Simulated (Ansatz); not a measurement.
`C[O][In]([Cl])[Cl]` + HBr → `[Cl][In]([Cl])[Br]` + CH₃OH at 400 K and 1 bar (ligand exchange at the In–O bond).

Computed with Ansatz on PBE0-D4/def2-TZVP structures; ΔE is electronic, products minus reactants. CBS: MP2 limit from def2 TZ/QZ plus the TZ coupled-cluster correction, frozen cores. This one scheme is used for every species. Elements past krypton have def2 core potentials. For Br, In outer-core shells are correlated without core-valence functions, which leaves a few kJ/mol of doubt a bond. Scalar relativity is left out up to krypton. One conformer a species, not always the lowest.

```json
{"species": "`C[O][In]([Cl])[Cl]`", "CCSD(T)/CBS energy (Eh)": "-1224.50245", "H − E (kJ/mol)": "148.8", "S (J/(mol·K))": "434.4"}
{"species": "HBr", "CCSD(T)/CBS energy (Eh)": "-2573.91920", "H − E (kJ/mol)": "27.6", "S (J/(mol·K))": "207.2"}
{"species": "`[Cl][In]([Cl])[Br]`", "CCSD(T)/CBS energy (Eh)": "-3682.84497", "H − E (kJ/mol)": "34.6", "S (J/(mol·K))": "384.6"}
{"species": "CH₃OH", "CCSD(T)/CBS energy (Eh)": "-115.61712", "H − E (kJ/mol)": "151.2", "S (J/(mol·K))": "252.6"}
```

H − E and S are ideal-gas, rigid-rotor, harmonic terms from PBE0-D4/def2-TZVP, for one conformer and one mirror image of each species. 1 Eh = 2625.50 kJ/mol, R = 8.31446 J/(mol·K).

**Question.** By hand: ΔE, ΔH, ΔS and ΔG.

**Answer.** ΔE = (-3682.84497) + (-115.61712) − (-1224.50245) − (-2573.91920) = -0.04044 Eh = -106.2 kJ/mol. Δ(H − E) = 34.6 + 151.2 − 148.8 − 27.6 = 9.4, so ΔH = -96.8 kJ/mol. ΔS = 384.6 + 252.6 − 434.4 − 207.2 = -4.4 J/(mol·K). ΔG = -96.8 − 400 × (-4.4)/1000 = -95.0 kJ/mol.

**Question.** By hand: the equilibrium constant, and the temperature at which ΔG would vanish if ΔH and ΔS stayed fixed.

**Answer.** log₁₀ K = −ΔG/(RT ln 10) = 12.4. ΔG = 0 at ΔH/ΔS = 22000 K, far beyond where these terms or the molecules hold.

The number of gas molecules stays the same, so ΔS is small and ΔH decides. A doubt of 5 kJ/mol in ΔE shifts log₁₀ K by 0.7 here. Other conformers and mirror images would add mixing entropy, several J/(mol·K) or more a flexible species. Modes under 60 cm⁻¹, often nearly free rotors, make the harmonic entropy too high. These are equilibria of isolated gas molecules and say nothing of rates. Largest T1 diagnostic: 0.015 (customary marks: 0.02 for closed shells, 0.045 for open ones).
